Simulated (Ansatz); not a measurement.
Ideal-gas functions of `N[SiH]([SeH])Br` at 600 K and 1 bar, from an Ansatz frequency run at PBE0-D4/def2-TZVP.

Molar mass 204.99 g/mol, point group C1 (symmetry number 1), electronic degeneracy 1, moments of inertia 149.467, 546.802, 668.519 u Å². Harmonic wavenumbers (cm⁻¹, unscaled): 111, 174, 182, 227, 307, 371, 411, 466, 668, 705, 804, 896, 913, 1575, 2262, 2457, 3598, 3697.

Use S(trans) = R[1.5 ln M + 2.5 ln T − 1.1517]; rotational temperatures θ = 24.2544 K / I; S(rot) = R[ln(√π/σ · √(T³/θAθBθC)) + 1.5]; for each mode x = 1.438777 ν̃/T, S = R[x/(eˣ − 1) − ln(1 − e⁻ˣ)] and H = RT x/(eˣ − 1); 1 cm⁻¹ = 0.0119627 kJ/mol; R = 8.31446 J/(mol·K).

By hand: the entropy, in J/(mol·K).

Translation 189.8. Rotation: θ = 0.1623, 0.0444, 0.0363 K, giving 131.3. Vibration, mode by mode: 19.34, 15.64, 15.27, 13.47, 11.05, 9.56, 8.76, 7.81, 5.23, 4.87, 4.04, 3.39, 3.28, 0.93, 0.24, 0.16, 0.01, 0.01, in all 123.1. Electronic 0.0. Sum 444.2 J/(mol·K).

By hand: H − E and G − E in kJ/mol, counted from the electronic energy.

Zero-point energy ½ × 19824 × 0.0119627 = 118.6; thermal vibration 37.2; translation, rotation and pV give 4 RT = 20.0. H − E = 175.8 kJ/mol, and G − E = 175.8 − 600 × 444.2/1000 = -90.7 kJ/mol.

Vibration gives 28 % of the entropy, 19.3 J/(mol·K) of it from the mode under 150 cm⁻¹: soft modes count most, and the harmonic formula is weakest for them. The sum counts one conformer and one mirror image; others add a mixing term.
